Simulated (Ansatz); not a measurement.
Geometry optimisation, Ansatz 0.2.0, UKS B3LYP/def2-SVP.

Input file:

```yaml
crystal:
  periodic: [false, false, false]
  atoms:
    - { symbol: Ge, position_ang: [0.000593, 0.0, -0.292823] }
    - { symbol: H, position_ang: [0.000165, 0.0, 2.462591] }
    - { symbol: H, position_ang: [1.467959, 0.0, -0.780826] }
    - { symbol: H, position_ang: [-0.73331, 1.270801, -0.780401] }
    - { symbol: H, position_ang: [-0.73331, -1.270801, -0.780401] }
    - { symbol: H, position_ang: [-0.000496, 0.0, 3.18326] }
magnetization:
  spin_polarized: true
  initial_magnetization: 1
basis:
  gaussian: { orbitals: def2-SVP }
hamiltonian:
  xc: b3lyp
relax:
  f_tol: 0.03
  max_steps: 50
output:
  orbitals: {}
```

Launched with:

```bash
$ ansatz run input.yaml --threads 1 --pin off --max-ram 2048MiB --backend cpu --events-out ev --progress --plain --runs-dir out
```

Question: Where does it end, and by what steps?

Answer: It converged. The force dipped under the threshold on the way, but the program's further checks kept it going. After 7 steps the energy has fallen by 0.081 eV; H6 moved furthest, 0.66 Å.

| step | energy less start (eV) | largest force component (eV/Å) | accepted |
| --- | --- | --- | --- |
| 0 | 0.0000 | 1.815 | yes |
| 1 | -0.0632 | 0.096 | yes |
| 2 | -0.0758 | 0.126 | yes |
| 3 | -0.0756 | 0.194 | no |
| 4 | -0.0769 | 0.018 | yes |
| 5 | -0.0796 | 0.027 | yes |
| 6 | -0.0809 | 0.009 | yes |
| 7 | -0.0813 | 0.003 | yes |

```xyz
6
Properties=species:S:1:pos:R:3
Ge 0.001 0.000 -0.619
H 0.000 0.000 3.086
H 1.471 0.000 -1.101
H -0.735 1.274 -1.101
H -0.735 -1.274 -1.101
H 0.000 0.000 3.848
```

The run took 15 s on 1 thread of Arm Neoverse V1, with other jobs on the host, peak memory 0.13 GiB.
